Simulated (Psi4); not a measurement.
A dimer, H6Si2 ··· H4N+ (SMILES [SiH3][SiH3] and [NH4+]) (charge +1); the first 8 atoms form monomer A.

```
13

Si     1.1709     0.0122    -0.0538
Si    -1.1709    -0.0123     0.0538
H      1.7219    -1.2748     0.4358
H      1.6195     0.2184    -1.4525
H      1.7129     1.1093     0.7843
H     -1.7219     1.2748    -0.4358
H     -1.7130    -1.1094    -0.7843
H     -1.6194    -0.2183     1.4525
N      1.0495     3.2434     2.3315
H      1.8843     3.6634     2.7526
H      1.2047     2.2397     2.1930
H      0.2464     3.3824     2.9532
H      0.8624     3.6882     1.4271
```

What interaction energy does Psi4 1.11 with SAPT0/jun-cc-pVDZ, frozen core give, and which attractive term is the largest?

Total -13.49 kJ/mol: electrostatics -1.49, exchange 16.82, induction -23.78, dispersion -5.03. The most attractive term is induction.
